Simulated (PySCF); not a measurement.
An equivalent PySCF input for P⁺ (phosphorus, charge +1), [Ne] 3s2 3p2, high-spin 3P determinant, with scalar relativity by spin-free X2C-1e:

```python
from pyscf import gto, scf, dft, mp, cc
import basis_set_exchange as bse
mol = gto.M(atom="P 0 0 0", charge=1, spin=2, symmetry="D2h",
            basis=gto.basis.parse(bse.get_basis("x2c-TZVPPall", elements=["P"], fmt="nwchem")),
            nucmod="G")
mf = dft.UKS(mol, xc="LDA,VWN").sfx2c1e()
mf.irrep_nelec = {'Ag': (3, 3), 'B1u': (2, 1), 'B2u': (2, 1), 'B3u': (1, 1)}
mf.kernel()
```

It reaches the same state as the run whose output follows, with an energy that differs only through the grid. The run itself started from symmetry-adapted Hartree-Fock orbitals and held the occupation by maximum overlap, on a logarithmic radial grid, so the iterations belong to that start.

```
SCF conv_tol = 1e-09
number electrons alpha = 8  beta = 6
XC functionals = LDA,VWN
    P. A. M. Dirac.,  Math. Proc. Cambridge Philos. Soc. 26, 376 (1930)
    F. Bloch.,  Z. Phys. 57, 545 (1929)
    S. H. Vosko, L. Wilk, and M. Nusair.,  Can. J. Phys. 58, 1200 (1980)
cycle= 1 E= -340.413256169497  delta_E= -0.0111  |g|= 0.036  |ddm|= 0.128
cycle= 2 E= -340.413361747338  delta_E= -0.000106  |g|= 0.0145  |ddm|= 0.0158
cycle= 3 E= -340.413377176741  delta_E= -1.54e-05  |g|= 0.000676  |ddm|= 0.0025
cycle= 4 E= -340.413377343809  delta_E= -1.67e-07  |g|= 0.000135  |ddm|= 0.00129
cycle= 5 E= -340.413377350541  delta_E= -6.73e-09  |g|= 5.74e-06  |ddm|= 0.000214
cycle= 6 E= -340.41337735056  delta_E= -1.84e-11  |g|= 4.45e-07  |ddm|= 6.28e-06
converged SCF energy = -340.41337735056  <S^2> = 2.0014604  2S+1 = 3.0009734
```
